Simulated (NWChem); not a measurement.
Species: AlNH3Cl2 cation, singlet

```xyz
7

Al    -0.0286    -0.0001     0.0024
Cl     0.7263    -1.9029     0.0032
Cl     0.7027     1.9121     0.0043
N     -2.0156    -0.0168    -0.0049
H     -2.4014    -0.2052    -0.9398
H     -2.4185     0.8796     0.2966
H     -2.4046    -0.7454     0.6077
```
Atoms are numbered in this order, from 1.

Program: NWChem. Low-valent species are run as closed-shell singlets; no triplet was tried in these runs. All runs use the structure optimised with B3LYP/6-31G* (spherical d). Atomic charges in e: unrestrained fits to the electrostatic potential beside Mulliken populations; buried atoms are poorly determined by the fit.

### Question
Predict the results for B3LYP/def2-SVP. Quantities: ESP Al1; Mulliken Al1; ESP Cl2; Mulliken Cl2; ESP Cl3; Mulliken Cl3; ESP N4; Mulliken N4; relative RMS misfit of the potential (%).

### Answer
```json
{
  "ESP Al1": "0.74",
  "Mulliken Al1": "0.81",
  "ESP Cl2": "-0.12",
  "Mulliken Cl2": "-0.12",
  "ESP Cl3": "-0.11",
  "Mulliken Cl3": "-0.11",
  "ESP N4": "-0.40",
  "Mulliken N4": "-0.22",
  "relative RMS misfit of the potential (%)": "3"
}
```
